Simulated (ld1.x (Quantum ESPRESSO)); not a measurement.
# barium, TM: configuration errors across variants

- Element: barium (Ba)
- Generator: ld1.x (Quantum ESPRESSO) 7.5
- Type: norm-conserving Troullier–Martins (Kleinman–Bylander form)
- Functional: PW91
- Relativity: scalar-relativistic
- Frozen core: [Xe]
- Valence charge: 2
- Reference configuration: 5d0 6s1.5 6p0.5
- Partial waves: 6s (bound): rc 4.20 bohr; 6p (bound): rc 3.85 bohr; 5d (bound, empty): rc 4.20 bohr; 4f channel at -0.05 Ry: rc 3.70 bohr
- Local potential: all-electron potential smoothed inside 2.85 bohr (lloc = -1)
- Core correction: Bessel-smoothed model core inside 3.20 bohr

All-electron excitation energies from the reference (eV): (1) 5d0 6s2 6p0 -1.009; (2) 5d0 6s1 6p0 4.383; (3) 5d0 6s1.5 6p0 1.144; (4) 5d0.5 6s1.5 6p0 -0.371; (5) 5d1 6s0 6p0 5.043; (6) 5d1 6s1 6p0 0.322.

Tests that are not counted but printed errors over 1 eV. “base”: 5d0 6s0 6p1 (solver errors, printed error -1.6 eV). “all radii but the core radius scaled by about 1.33 (s 5.60, p 5.12, d 5.60, f 4.92 bohr); local potential all-electron potential smoothed inside 3.80 bohr (lloc = -1)”: 5d1 6s1 6p0 (solver errors, printed error -4.0 eV).

A true bound ghost makes a file unfit for plane-wave use even where its test errors are small: the radial tests pick states by their node count and pass the ghost by. Where a test does run into it, the solver fails or the error is huge.

Errors AE − PS in meV (a dash: test not solved or not reliable):

```tsv
change	(1)	(2)	(3)	(4)	(5)	(6)	bound ghosts
base	-1.3	-2.6	-0.3	-18	-62	-51	s, p
all radii but the core radius scaled by about 0.77 (s 3.24, p 2.98, d 3.24, f 2.86 bohr); local potential all-electron potential smoothed inside 2.20 bohr (lloc = -1)	-1.5	-2.8	-1.0	-13	-44	-39	p, s
all radii but the core radius scaled by about 0.91 (s 3.82, p 3.50, d 3.82, f 3.36 bohr); local potential all-electron potential smoothed inside 2.60 bohr (lloc = -1)	-1.0	-2.5	-0.3	-16	-60	-48	s, p
all radii but the core radius scaled by about 1.04 (s 4.38, p 4.00, d 4.38, f 3.86 bohr); local potential all-electron potential smoothed inside 2.96 bohr (lloc = -1)	-1.6	-2.8	-0.4	-18	-54	-47	s, p
all radii but the core radius scaled by about 1.10 (s 4.62, p 4.24, d 4.62, f 4.08 bohr); local potential all-electron potential smoothed inside 3.14 bohr (lloc = -1)	-2.5	-3.7	-0.6	-18	-45	-44	s, p
all radii but the core radius scaled by about 1.18 (s 4.98, p 4.56, d 4.98, f 4.38 bohr); local potential all-electron potential smoothed inside 3.38 bohr (lloc = -1)	-3.7	-4.2	-0.8	-15	-24	-29	s
all radii but the core radius scaled by about 1.23 (s 5.18, p 4.76, d 5.18, f 4.56 bohr); local potential all-electron potential smoothed inside 3.52 bohr (lloc = -1)	-4.6	-5.2	-1.0	-12	-8.3	-16	s
all radii but the core radius scaled by about 1.33 (s 5.60, p 5.12, d 5.60, f 4.92 bohr); local potential all-electron potential smoothed inside 3.80 bohr (lloc = -1)	-0.3	+38	+0.8	–	+13	–	s
all radii but the core radius scaled by about 1.38 (s 5.78, p 5.30, d 5.78, f 5.08 bohr); local potential all-electron potential smoothed inside 3.92 bohr (lloc = -1)	-11	-13	-1.2	-18	+19	-7.0	s
```

(1) Give the same row for: all radii but the core radius scaled by about 0.81 (s 3.40, p 3.10, d 3.40, f 2.98 bohr); local potential all-electron potential smoothed inside 2.30 bohr (lloc = -1).

## Answers

(1) -1.5, -2.7, -0.9, -13, -50, -42; bound ghosts: s, p.
